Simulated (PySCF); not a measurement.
# YF: frontier orbitals

PBE0 at R = 1.928 Å; basis Y def2-TZVPP with ECP28, F def2-TZVPP; scalar-relativistic core potentials; PySCF 2.14. State: ¹Σ⁺ (singlet), closed shell. Only the outer orbitals are listed, counted within each symmetry, core potentials removing the inner ones.

| orbital | occ. | ε (eV) | on Y (%) | main shells (%) |
| --- | --- | --- | --- | --- |
| 3σ | 2 | -33.51 | 45 | 53 F s, 44 Y p |
| 1π | 2 | -31.25 | 100 | 100 Y p |
| 1π | 2 | -31.25 | 100 | 100 Y p |
| 4σ | 2 | -29.30 | 57 | 55 Y p, 43 F s |
| 5σ | 2 | -11.88 | 13 | 86 F p, 9 Y d |
| 2π | 2 | -11.62 | 8 | 92 F p |
| 2π | 2 | -11.62 | 8 | 92 F p |
| 6σ | 2 | -4.82 | 100 | 87 Y s, 9 Y d |
| 1δ | 0 | -1.98 | 100 | 100 Y d |
| 1δ | 0 | -1.98 | 100 | 100 Y d |
| 3π | 0 | -1.58 | 99 | 52 Y d, 46 Y p |

Which are the highest filled and the lowest empty level, where do they sit, and how wide is the gap?

Highest filled 6σ at -4.82 eV (in %: 87 Y s, 9 Y d); lowest empty 1δ at -1.98 eV (in %: 100 Y d); the gap at PBE0 is 2.84 eV.

```json
{
 "bond order (Mayer)": "1.05",
 "⟨S²⟩": "0.000",
 "charge on Y (Mulliken, basis-dependent)": "0.41",
 "charge on Y (Löwdin, basis-dependent)": "0.00",
 "dipole moment (positive dipole means Y(−)F(+))": "-1.87 D",
 "polarisability along the bond": "107.5 bohr³",
 "polarisability across the bond": "138.2 bohr³"
}
```

Spin–orbit coupling is left out.
